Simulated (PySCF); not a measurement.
## Excitation energy of Te⁺ by level of theory

Te⁺ [Kr] 4d10 5s2 5p3 (4S) → Te⁺ [Kr] 4d10 5s2 5p2 6s1 (4P), as a difference of total energies. Computed with PySCF 2.14 in aug-cc-pVQZ-DK3, with scalar relativity by spin-free X2C-1e. Correlated levels: valence: [Kr] 4d10 frozen. The calculations carry no spin-orbit coupling.

| method | excitation energy (eV) |
| --- | --- |
| UHF | 10.190 |
| LDA | 10.009 |
| PBE | 9.885 |
| PBE0 | 10.131 |
| MP2 (valence) | 10.316 |
| SCS-MP2 (valence) | 10.295 |

**Question.** How much does correlation contribute at MP2 (valence)?

**Answer.** 10.316 − (10.190) = 0.126 eV, measured against UHF.

A first-order spin-orbit estimate (lowest level to lowest level, LS coupling) adds -0.496 eV.

The promoted electron is Rydberg-like, and one or two diffuse shells describe it only roughly, which tends to raise the upper state.
